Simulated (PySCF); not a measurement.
# What a mistake does to a calculation on B2H4NO cation

These are calculations, not measurements. They come from PySCF 2.14.0, an open-source quantum chemistry program, on an isolated molecule that a program drew, which may never have been made. The molecule is B2H4NO cation (charge +1, singlet), drawn as the SMILES string `BO[B+]N`.

Each row is a Hartree-Fock (HF) and frozen-core CCSD(T) single point in the cc-pVDZ basis, meant for a local HF minimum. Run 1 is clean. Each other run has one planted mistake out of seven kinds, and not every kind appears here: one electron removed, one electron added, multiplicity raised by two, geometry at a saddle point, minimal basis STO-3G, one bond length entered in bohr, all coordinates scaled. The reference is restricted for singlets and unrestricted otherwise, and also for a bond in bohr. Adding or removing an electron swaps singlet and doublet. Electrons count all cores. HOMO and LUMO are orbital energies over both spins, the gradient is its largest component, and the lowest frequency (negative if imaginary) is given only where the gradient is small. Bond lengths are over the 7 bonds as drawn. T1 is the CCSD diagnostic: over 0.02 (restricted) or 0.045 (unrestricted) a single reference is doubtful.

Geometry of the clean run:
```xyz
8
B2H4NO cation, angstrom
B    -0.8350   -1.1325    0.5431
O    -0.4847   -1.8898   -0.6175
B    -0.1823   -2.5424   -1.6237
N     0.1432   -3.2459   -2.7074
H    -0.1090   -0.2349    0.7985
H    -1.8084   -1.4950    1.1078
H    -0.3995   -4.0313   -3.0246
H     0.9498   -3.0306   -3.2689
```

```
run,electrons,basis functions,<S^2>,HOMO (eV),LUMO (eV),gradient (hartree/bohr),lowest frequency (cm^-1),mean bond (Å),longest bond (Å),T1,HF (hartree),CCSD(T) (hartree),mistake
1,28,76,0.000,-18.45,-2.58,2.0e-05,70,1.1965,1.429,0.0149,-180.87325,-181.40360,no fault
2,28,76,2.018,-12.44,-8.09,6.3e-02,-,1.1965,1.429,0.0190,-180.65341,-181.18500,multiplicity raised by two
3,27,76,0.760,-23.01,-14.93,1.6e-01,-,1.1965,1.429,0.0240,-180.26241,-180.75602,one electron removed
4,28,76,0.000,-16.02,-5.36,5.2e-02,-,1.3782,2.701,0.0174,-180.75171,-181.28136,?
```

**Which mistake was planted in run 4, and what did it cost?**

The mean bond changes by a factor of 1.152 and the longest by 1.890, so the molecule wasn't scaled as a whole. A length L in bohr read as angstrom grows by (1/0.5292 - 1) L = 0.890 L. The 7 bonds together grew by 7 x 0.1817 = 1.272 Å, which gives L = 1.430 Å. That is bond B1-O2, 1.429 Å in the clean geometry. So the mistake is: one bond length entered in bohr. Subtracting run 1 and multiplying by 627.51 kcal/mol a hartree, the energy moved by 76.3 kcal/mol in HF and 76.7 kcal/mol in CCSD(T).

